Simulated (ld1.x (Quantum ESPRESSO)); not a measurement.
**bismuth (Bi) TM semilocal: all-electron and pseudo phase curves**

* Element: Bi (Z = 83)
* Generator: ld1.x (Quantum ESPRESSO) 7.5
* Type: norm-conserving Troullier–Martins (semilocal form)
* Functional: PW91
* Relativity: scalar-relativistic
* Frozen core: [Xe] 4f14 5d10
* Valence charge: 5
* Reference configuration: 6s1.5 6p3.5
* Partial waves: 6s (bound): rc 1.95 bohr; 6p (bound): rc 2.00 bohr
* Local potential: the p channel
* Core correction: none

The phase is arctan(r·u′/u) with u = r·R(r), unwrapped; energies in Ry, scanned from -3 to 5 Ry. A pole is an energy at which the radial function vanishes at the test radius. The pseudo phase is shifted by a multiple of π to meet the all-electron one at the reference energy, and phase errors are pseudo minus all-electron; the curves can meet again beyond the range given. Levels narrower than the energy grid can be missing from the lists of poles.

```
channel  radius (bohr)  reference energy (Ry)  poles, all-electron  poles, pseudo  unbroken range about the reference energy with phases within 0.05 rad  phase error 1 Ry above the reference energy (rad)
      s           2.20                  -1.11                 1.60           1.47                                                              below 3.8                                             -0.003
      p           2.20                  -0.36                 4.06           3.04                                                              below 2.3                                             -0.029
```

Phases in the p channel:

```tsv
E (Ry)	all-electron	pseudo
-3.00	1.254	1.244
-2.52	1.212	1.203
-2.04	1.155	1.146
-1.56	1.067	1.060
-1.08	0.922	0.918
-0.60	0.650	0.648
-0.12	0.112	0.110
0.36	-0.579	-0.600
0.84	-1.010	-1.042
1.32	-1.226	-1.264
1.80	-1.347	-1.391
2.28	-1.424	-1.474
2.76	-1.478	-1.538
3.24	-1.518	-1.593
3.72	-1.551	-1.647
4.20	-1.578	-1.712
4.68	-1.603	-1.806
```
